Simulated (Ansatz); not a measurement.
Ideal-gas functions of ClH2NOSW (`[NH2][W](=[O])(=[S])[Cl]`) at 298.15 K and 1 bar, from an Ansatz frequency run at PBE0-D4/def2-TZVP.

Molar mass 283.38 g/mol, point group C1 (symmetry number 1), electronic degeneracy 1, moments of inertia 206.387, 294.372, 360.256 u Å². Harmonic wavenumbers (cm⁻¹, unscaled): 142, 160, 195, 232, 265, 387, 410, 532, 560, 681, 730, 1039, 1543, 3571, 3674.

Use S(trans) = R[1.5 ln M + 2.5 ln T − 1.1517]; rotational temperatures θ = 24.2544 K / I; S(rot) = R[ln(√π/σ · √(T³/θAθBθC)) + 1.5]; for each mode x = 1.438777 ν̃/T, S = R[x/(eˣ − 1) − ln(1 − e⁻ˣ)] and H = RT x/(eˣ − 1); 1 cm⁻¹ = 0.0119627 kJ/mol; R = 8.31446 J/(mol·K).

By hand: the entropy, in J/(mol·K).

Translation 179.3. Rotation: θ = 0.1175, 0.0824, 0.0673 K, giving 118.8. Vibration, mode by mode: 11.62, 10.67, 9.12, 7.80, 6.81, 4.23, 3.88, 2.44, 2.19, 1.38, 1.14, 0.33, 0.04, 0.00, 0.00, in all 61.7. Electronic 0.0. Sum 359.8 J/(mol·K).

By hand: H − E and G − E in kJ/mol, counted from the electronic energy.

Zero-point energy ½ × 14121 × 0.0119627 = 84.5; thermal vibration 10.7; translation, rotation and pV give 4 RT = 9.9. H − E = 105.1 kJ/mol, and G − E = 105.1 − 298.15 × 359.8/1000 = -2.2 kJ/mol.

Vibration gives 17 % of the entropy, 11.6 J/(mol·K) of it from the mode under 150 cm⁻¹: soft modes count most, and the harmonic formula is weakest for them. The sum counts one conformer and one mirror image; others add a mixing term.
